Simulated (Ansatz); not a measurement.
Ga₄As₅H₁₆, a cluster cut from zinc blende GaAs (hydrogen-capped). Total charge 0; doublet. Geometry r2SCAN-D4/def2-SVP, that of the charge +1 singlet; atoms count from 1.

```xyz
25

Ga   -2.1368    0.0947   -1.2808
Ga    1.7161    2.3818   -0.9530
Ga   -0.7271    0.4644    2.9719
Ga    1.4688   -2.0134   -0.0743
As   -2.4783    0.3745    1.1510
As   -0.5585    1.8808   -1.9347
As   -0.6691   -1.9165   -1.3488
As    2.6160    0.0213   -0.8813
As    0.7046   -1.4767    2.2144
H    -3.4167   -0.0457   -2.1461
H     1.4351    2.7401    0.5313
H     2.5191    3.1366   -2.0427
H    -1.4230    0.0201    4.2835
H     0.1148    1.7274    2.6468
H     2.2318   -3.3527   -0.2497
H    -3.3205    1.6217    1.2611
H    -3.5561   -0.6256    1.4919
H    -1.3816    3.1428   -1.8561
H    -0.4859    1.7823   -3.4391
H    -0.3878   -2.2606   -2.7898
H    -1.4960   -3.1270   -0.9950
H     3.1897   -0.3788   -2.2186
H     3.9102    0.0442   -0.1064
H     0.1560   -2.7819    2.7370
H     1.9753   -1.4540    3.0276
```

Question: Estimate the Mulliken populations from the PBE/def2-SVP orbitals of Ansatz.

Answer: 
| atom | charge (e) | spin (α − β) |
| --- | --- | --- |
| Ga1 | 0.12 | 0.06 |
| Ga2 | 0.07 | 0.04 |
| Ga3 | 0.07 | 0.04 |
| Ga4 | 0.12 | 0.06 |
| As5 | -0.01 | 0.04 |
| As6 | 0.00 | 0.04 |
| As7 | -0.09 | 0.18 |
| As8 | -0.01 | 0.04 |
| As9 | 0.00 | 0.04 |
| H10 | -0.02 | 0.00 |
| H11 | -0.05 | 0.00 |
| H12 | -0.03 | 0.00 |
| H13 | -0.03 | 0.01 |
| H14 | -0.05 | 0.00 |
| H15 | -0.02 | 0.00 |
| H16 | -0.03 | 0.09 |
| H17 | 0.02 | 0.00 |
| H18 | -0.03 | 0.09 |
| H19 | 0.02 | 0.00 |
| H20 | -0.02 | 0.07 |
| H21 | -0.02 | 0.08 |
| H22 | 0.02 | 0.00 |
| H23 | -0.03 | 0.09 |
| H24 | 0.02 | 0.00 |
| H25 | -0.03 | 0.09 |
Mulliken values depend strongly on the basis.

Question: Where does the spin sit?

Answer: Summed by element: Ga 0.19, As 0.33, H 0.48, of 1 unpaired in all. Largest on single atoms: As7 0.18, H18 0.09, H23 0.09.

Question: And the Mayer bond orders between heavy atoms (over 0.3)?

Answer: Ga1–As5 0.79 (2.47 Å); Ga1–As6 0.79 (2.47 Å); Ga1–As7 0.83 (2.49 Å); Ga2–As6 0.68 (2.53 Å); Ga2–As8 0.68 (2.53 Å); Ga3–As5 0.68 (2.53 Å); Ga3–As9 0.67 (2.53 Å); Ga4–As7 0.83 (2.49 Å); Ga4–As8 0.79 (2.47 Å); Ga4–As9 0.79 (2.47 Å).
